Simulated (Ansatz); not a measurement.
Basis-set extrapolation for C$_{4}$H$_{4}$F$_{6}$O, SMILES `FCC(F)(F)OCC(F)(F)F` (PBE0-D4/def2-TZVP geometry, frozen core, Ansatz 0.2.0). Multiplicity 1, RHF reference.

|  | def2-TZVPP | def2-QZVPP |
| --- | --- | --- |
| HF | -825.672187 | -825.707791 |
| MP2 correlation | -2.359284 | -2.566572 |
| CCSD(T) correlation | -2.465329 | not run |

Energies in hartree. Use E(X) = E(∞) + A·exp(−7.88·√X) for Hartree–Fock and E(X) = E(∞) + B·X^(−2.97) for correlation, with X = 3 and 4, and add CCSD(T) minus MP2 of the smaller set to the MP2 limit.

Q: What is the CCSD(T) energy at the basis-set limit?

A: HF limit: -825.707791 + (-0.035604) × 0.13774 = -825.71270. MP2 limit: -2.566572 + (-0.207288) × 0.74074 = -2.72012. Higher-order term: -2.465329 − (-2.359284) = -0.10604. Total: -828.53886 hartree, 10.92 eV below CCSD(T)/def2-TZVPP.
